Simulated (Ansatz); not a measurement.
H6O2Si2 (`O[SiH2][SiH2]O`). Charge 0, multiplicity 1. Geometry: relaxed with PBE0-D4/def2-TZVP. It is one conformer, not always the lowest.

```xyz
10

O    -2.096   -0.645    0.887
Si   -0.441   -0.684    0.852
Si    0.441    0.685   -0.852
O     2.096    0.643   -0.889
H    -2.514    0.193    1.091
H    -0.084   -2.108    0.613
H     0.140   -0.280    2.168
H    -0.141    0.282   -2.167
H     0.087    2.109   -0.612
H     2.512   -0.195   -1.093
```

(1) What is the dipole moment at PBE/def2-TZVPP? (An estimate is asked.)

(2) Give the Mulliken charges with PBE, ωB97M-V, r2SCAN in def2-TZVPP. (Best estimate.)

Answers

(1) Ansatz gave: 0.00 D, zero by symmetry or nearly so.

(2) The calculation gave: 
```csv
atom,PBE,ωB97M-V,r2SCAN
O1,-0.35,-0.38,-0.41
Si2,0.31,0.30,0.40
Si3,0.31,0.30,0.40
O4,-0.35,-0.38,-0.41
H5,0.19,0.17,0.20
H6,-0.07,-0.04,-0.08
H7,-0.08,-0.05,-0.10
H8,-0.08,-0.05,-0.10
H9,-0.07,-0.04,-0.08
H10,0.19,0.17,0.20
```
